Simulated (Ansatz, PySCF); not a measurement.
Molecule: CH3S, charge 1, multiplicity 1. It need not be the lowest isomer of its formula. 
Structure (B3LYP-D3(BJ)/def2-TZVP (Ansatz, a program for electronic structure) minimum search):
```xyz
5

C     -1.0436     0.1489    -0.1497
S      0.5542    -0.0163     0.0308
H     -1.3960     0.9553    -0.7871
H     -1.7690    -0.4998     0.3300
H      0.5598    -1.0882     0.8628
```
Charge +1, spin multiplicity 1.

Total electronic energies in hartree. Cores are frozen in the correlated levels unless marked. Spin-orbit coupling is left out. No relativistic terms. CBS(X,Y): correlation extrapolated as X^-3; Hartree-Fock from the larger set.

| level | program | energy (Eh) |
|---|---|---|
| HF/cc-pV(D+d)Z | Ansatz | -436.84117 |
| HF/cc-pV(Q+d)Z | Ansatz | -436.87503 |
| r2SCAN/def2-TZVPD | Ansatz | -437.73686 |
| PBE0/STO-3G | Ansatz | -432.75636 |
| PBE0-D3(BJ)/def2-TZVP | Ansatz + dftd3 | -437.60228 |
| PBE0-D3(BJ)/def2-TZVPD | Ansatz + dftd3 | -437.60269 |
| PBE0-D4/def2-TZVPD | Ansatz + dftd4 | -437.60191 |
| TPSSh-D4/def2-TZVPD | PySCF + dftd4 | -437.81836 |
| r2SCANh-D4/def2-TZVPD | Ansatz + dftd4 | -437.73258 |
| M06-2X/def2-TZVPD | PySCF | -437.74701 |
| CAM-B3LYP/def2-TZVPD | Ansatz | -437.77473 |
| LC-wPBE-D3(BJ)/def2-TZVPD | Ansatz + dftd3 | -437.64625 |
| LC-wPBE-D4/def2-TZVPD | Ansatz + dftd4 | -437.64579 |
| LC-wPBE/def2-TZVPD | Ansatz | -437.64399 |
| wB97M-V/def2-TZVPD | Ansatz | -437.74370 |
| MP2/6-31G | Ansatz | -436.87998 |
| MP2/cc-pVTZ | Ansatz | -437.18889 |
| MP2/CBS(def2-TZVPP,def2-QZVPP) | Ansatz | -437.2401 |
| RI-MP2/def2-TZVPP | Ansatz | -437.18553 |
| SCS-MP2/cc-pV(D+d)Z | Ansatz | -437.10289 |
| SCS-MP2/cc-pwCVTZ | Ansatz | -437.20272 |
| CCSD(T)/cc-pV(Q+d)Z | Ansatz | -437.26749 |
| CCSD(T)/CBS(cc-pV(T+d)Z,cc-pV(Q+d)Z) | Ansatz | -437.2826 |

Totals of different functionals don't rank their quality; only differences between species are comparable.
